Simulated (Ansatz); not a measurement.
Consider the hydrogenolysis of the Sn–O bond: `C[O][SnH2][Se]C` + H₂ → `C[Se][SnH3]` + CH₃OH.

Isolated molecules relaxed with PBE0-D4/def2-TZVP in Ansatz; ΔE leaves out vibrations. CBS: MP2 limit from def2 TZ/QZ plus the TZ coupled-cluster correction, frozen cores. This one scheme is used for every species. Functionals use def2-TZVPP. B3LYP here is the variant with VWN-RPA as its local correlation; programs differ in this. Elements past krypton have def2 core potentials. For Se, Sn outer-core shells are correlated without core-valence functions, which leaves a few kJ/mol of doubt a bond. Scalar relativity is left out up to krypton. One conformer a species, not always the lowest.

```
             level  ΔE (kcal/mol)  difference from CCSD(T)/CBS
            PBE-D4            1.6                         -1.0
          B3LYP-D4            1.7                         -0.9
           ωB97X-V            0.6                         -2.0
           ωB97M-V            0.3                         -2.3
               PBE           -0.4                         -3.0
            r2SCAN            1.4                         -1.2
     HF/def2-TZVPP           -5.3                         -7.9
    MP2/def2-TZVPP            2.7                          0.1
SCS-MP2/def2-TZVPP            1.6                         -1.0
CCSD(T)/def2-TZVPP            0.7                         -1.9
     HF/def2-QZVPP           -4.9                         -7.5
    MP2/def2-QZVPP            3.9                          1.3
SCS-MP2/def2-QZVPP            2.7                          0.1
      HF/CBS(def2)           -4.9                         -7.5
     MP2/CBS(def2)            4.6                          2.0
    CCSD/CBS(def2)            0.9                         -1.7
       CCSD(T)/CBS            2.6                            0
```

Largest T1 diagnostic among the species: 0.012.

The D4 term adds +3.1 kcal/mol with B3LYP and +1.8 kcal/mol with PBE0; it sums over pairs of atoms, weighted by their polarisabilities, and B3LYP, whose exchange is more repulsive, gets the larger term. From PBE to PBE0 (25 % exact exchange), in def2-TZVPP and without D4, ΔE moves by −2.1 kcal/mol. In def2-TZVPP, CCSD(T) changes the Hartree–Fock value by +6.0 kcal/mol (the triples alone add +1.7 kcal/mol) and MP2 by +8.0 kcal/mol.
